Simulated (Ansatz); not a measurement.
Ansatz results at the PBE0-D4/def2-TZVP geometry: HOMO–LUMO gap (B3LYP/def2-TZVPP) 5.60 eV; HOMO–LUMO gap (PBE0/def2-TZVPP) 6.02 eV; size of the dipole moment (ωB97M-V/def2-TZVPP) 0.00 D.

Each molecule was computed in one conformer, which needn't be the lowest.

(1) Which molecule gave them?
A. `C=C(F)C(=C)F`
B. `OC(CF)C(F)F`
C. `F/C=C/F`
D. `FC(F)OC(F)F`

Results:

(1) A. The others give `F/C=C/F`: 7.32, 7.83, 0.00; `FC(F)OC(F)F`: 10.91, 11.57, 2.76; `OC(CF)C(F)F`: 8.97, 9.58, 1.01.

B3LYP here is the variant with VWN-RPA as its local correlation; programs differ in this.
